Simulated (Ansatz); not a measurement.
Reaction: H3SiO2 (SMILES [O][SiH2]O, doublet) → H3SiO2 (SMILES O[SiH]O, doublet)
Each species at its own B3LYP-D3(BJ)/def2-TZVP minimum (Ansatz, an electronic-structure program), one conformer.

Wanted: isomerisation energy (electronic), in kJ/mol. Radicals and triplets start from unrestricted determinants; spin-orbit coupling is neglected. CBS(X,Y): correlation extrapolated as X^-3, Hartree-Fock from the larger set. A bracket is a step between two methods taken in the basis named. The functionals are non-relativistic, so their misses hold any scalar relativity. Double hybrids freeze cores in their MP2 part. '+ core + X2C': CCSD(T) terms for core correlation (cc-pwCVTZ, 1s frozen past Ne) and scalar relativity (cc-pVTZ-DK).

CCSD(T)/CBS(cc-pV(T+d)Z,cc-pV(Q+d)Z) + [CCSDT(Q) - CCSD(T)]/cc-pV(D+d)Z + core + X2C (Ansatz) gives -109.5 kJ/mol.

Problem. How far off this value is PBE/def2-TZVPD (Ansatz), in which direction, and which of these levels come nearer: r2SCAN/def2-TZVPD, B3LYP/def2-TZVPD, PBE0/def2-TZVPD, wB97M-V/def2-TZVPD, B2PLYP/def2-TZVPD, CCSD(T)/CBS(cc-pV(T+d)Z,cc-pV(Q+d)Z) + core + X2C?

Solution. PBE gives -109.4 kJ/mol, 0.1 kJ/mol above it. Differences of the others: r2SCAN/def2-TZVPD (Ansatz) 7.1; B3LYP/def2-TZVPD (Ansatz) 13.0; PBE0/def2-TZVPD (Ansatz) 2.8; wB97M-V/def2-TZVPD (Ansatz) 11.2; B2PLYP/def2-TZVPD (Ansatz) 3.3; CCSD(T)/CBS(cc-pV(T+d)Z,cc-pV(Q+d)Z) + core + X2C (Ansatz) 0.0 kJ/mol. Nearer than PBE: CCSD(T)/CBS(cc-pV(T+d)Z,cc-pV(Q+d)Z) + core + X2C.
